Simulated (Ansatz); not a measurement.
CH9AlSi2 can be A, `C[SiH2][SiH2][AlH2]`, or B, `[SiH3][CH2][AlH][SiH3]`.

Isolated molecules relaxed with PBE0-D4/def2-TZVP in Ansatz; ΔE leaves out vibrations. CCSD(T)/CBS is the MP2 limit (def2-TZVPP, def2-QZVPP) plus CCSD(T) − MP2 in def2-TZVPP, frozen cores. DFT in def2-TZVPP. B3LYP here is the variant with VWN-RPA as its local correlation; programs differ in this. Each species was taken in one conformer, which may not be the lowest.

A:

```xyz
13

C    -0.099    2.018    0.344
Si   -0.004    0.840   -1.114
Si   -0.701   -1.309   -0.486
Al    0.811   -2.192    1.220
H    -1.125    2.094    0.710
H     0.235    3.017    0.057
H     0.527    1.673    1.170
H     1.402    0.761   -1.609
H    -0.839    1.349   -2.240
H    -2.085   -1.179    0.065
H    -0.780   -2.180   -1.696
H     1.815   -3.388    0.924
H     0.842   -1.505    2.655
```

B:

Z-matrix (Å, degrees):
```
Si
C 1 1.863
H 1 1.490 2 113.0
H 1 1.489 2 110.1 3 120.6
H 1 1.489 2 110.1 3 -120.6
Al 2 1.958 1 114.8 3 179.9
H 2 1.098 1 109.9 3 -58.2
H 2 1.098 1 110.0 3 57.6
Si 6 2.459 2 118.8 1 -178.9
H 6 1.591 2 119.8 1 1.1
H 9 1.493 6 110.6 2 59.2
H 9 1.493 6 110.6 2 -58.5
H 9 1.490 6 114.0 2 -179.7
```

Problem. Which is lower in electronic energy at CCSD(T)/CBS, and by how much? (An estimate is asked.)

Solution. Ansatz gave: B, by 0.5 kcal/mol.

Problem. Give E(B) − E(A) in kcal/mol with r2SCAN-D4, PBE-D4, HF/def2-TZVPP, B2PLYP, CCSD/def2-TZVPP, CCSD(T)/def2-TZVPP, B3LYP-D4. (Best estimate.)

Solution. Computed: r2SCAN-D4 0.7, PBE-D4 2.5, HF/def2-TZVPP -1.9, B2PLYP -0.9, CCSD/def2-TZVPP -0.9, CCSD(T)/def2-TZVPP -0.7, B3LYP-D4 0.3. The order is the other way round with r2SCAN-D4, PBE-D4, B3LYP-D4.

Largest T1 diagnostic: 0.012.
